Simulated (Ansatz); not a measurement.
Reaction (formal exchange of groups at a C–O bond): `OC[O][SnH3]` + `C=C=C` → `C=C=CCO` + `[OH][SnH3]`

Program: Ansatz. Geometries: PBE0-D4/def2-TZVP. ΔE: electronic, gas phase. CBS: MP2 limit from def2 TZ/QZ plus the TZ coupled-cluster correction, frozen cores. This one scheme is used for every species. Functionals use def2-TZVPP. B3LYP here is the variant with VWN-RPA as its local correlation; programs differ in this. def2 core potentials past Kr. For Sn outer-core shells are correlated without core-valence functions, which leaves a few kJ/mol of doubt a bond. One conformer a species, not always the lowest.

`OC[O][SnH3]`:

Z-matrix (Å, degrees):
```
C
O 1 1.394
O 1 1.389 2 109.8
H 1 1.106 2 110.2 3 122.2
H 1 1.099 2 112.0 3 -116.7
Sn 2 1.973 1 120.2 3 -180.0
H 3 0.962 1 107.4 2 55.3
H 6 1.707 2 107.4 1 -60.2
H 6 1.708 2 107.3 1 59.6
H 6 1.696 2 103.1 1 179.6
```

`C=C=C`:

```xyz
7

C     1.222    0.336   -0.286
C     0.000    0.000    0.000
C    -1.222   -0.336    0.286
H     2.064   -0.239    0.085
H     1.436    1.203   -0.903
H    -1.719    0.052    1.168
H    -1.780   -1.015   -0.350
```

`C=C=CCO`:

Cartesian coordinates in Å:
```
C -1.550 -0.150 -1.668
C -0.929 0.115 -0.557
C -0.288 0.385 0.543
C 1.204 0.293 0.680
O 1.589 -0.617 1.690
H -1.894 -1.153 -1.896
H -1.750 0.627 -2.399
H -0.846 0.675 1.432
H 1.648 0.038 -0.289
H 1.609 1.260 0.990
H 1.208 -1.472 1.474
```

`[OH][SnH3]`:

```xyz
6

O     1.373   -0.044    0.606
Sn   -0.489   -0.068   -0.037
H     1.983    0.356   -0.017
H    -0.549   -0.964   -1.491
H    -0.994    1.544   -0.295
H    -1.325   -0.823    1.234
```

CCSD(T)/CBS gives -28.3 kJ/mol.

(1) Another level gave -27.6 kJ/mol. Which?
A. MP2/def2-TZVPP
B. HF/def2-TZVPP
C. B3LYP-D4/def2-TZVPP
D. PBE0-D4/def2-TZVPP

Largest T1 diagnostic among the species: 0.014.

Results:

(1) D. PBE0-D4 -27.6, B3LYP-D4 -23.6, MP2/def2-TZVPP -31.8, HF/def2-TZVPP -19.3 kJ/mol.

In def2-TZVPP, CCSD(T) changes the Hartree–Fock value by −6.8 kJ/mol (the triples alone add −0.4 kJ/mol) and MP2 by −12.5 kJ/mol.
